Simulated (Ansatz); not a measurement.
Consider the atomization: `BCCB` → 2 B• + 2 C• + 8 H•.

Computed with Ansatz on PBE0-D4/def2-TZVP structures; ΔE is electronic, products minus reactants. CBS: MP2 limit from def2 TZ/QZ plus the TZ coupled-cluster correction, frozen cores. This one scheme is used for every species, atoms too. Functionals use def2-TZVPP. No spin–orbit coupling; open shells (•) take unrestricted orbitals. Spin–orbit coupling would lower the free atoms: a little for B, C. One conformer a species, not always the lowest.

| level | ΔE (kcal/mol) | difference from CCSD(T)/CBS |
| --- | --- | --- |
| revPBE-D4 | 1051.3 | 0.7 |
| BHLYP-D4 | 1040.1 | -10.5 |
| CAM-B3LYP-D4 | 1062.1 | 11.5 |
| BLYP | 1038.3 | -12.3 |
| r2SCAN0 | 1055.1 | 4.5 |
| CAM-B3LYP | 1058.2 | 7.6 |
| MP2/def2-SVP | 1021.5 | -29.1 |
| CCSD(T)/def2-SVP | 1013.2 | -37.4 |
| MP2/def2-TZVPP | 1042.2 | -8.4 |
| HF/def2-QZVPP | 817.8 | -232.8 |
| CCSD(T)/CBS | 1050.6 | 0 |

(1) What do rigid-rotor, harmonic-oscillator terms from PBE0-D4/def2-TZVP frequencies (298.15 K, 1 bar) make of the CCSD(T)/CBS value? (Best estimate.)

Largest T1 diagnostic among the species: 0.014.

## Answers

(1) Ansatz gave: ΔZPE = -61.3 kcal/mol, ΔH = +1003.2 kcal/mol, ΔS = 1255 J/(mol·K), ΔG = +913.8 kcal/mol. Open shells count their whole term as degenerate.

From BLYP to BHLYP (50 % exact exchange), in def2-TZVPP and without D4, ΔE moves by −3.4 kcal/mol: exact exchange takes away binding that semilocal exchange gives to molecules. At CCSD(T), def2-SVP lies −37.4 kcal/mol from the extrapolated value and def2-TZVPP −19.7 kcal/mol: correlation converges slowly with the basis, and small sets miss more of it in the bonded molecule than in its fragments.

For atomizations the MP2-based limit and the directly extrapolated one differ by several kJ/mol either way, and by 10 to 25 for some Ge, Se and Sn compounds, so smaller differences from it don't rank the levels.
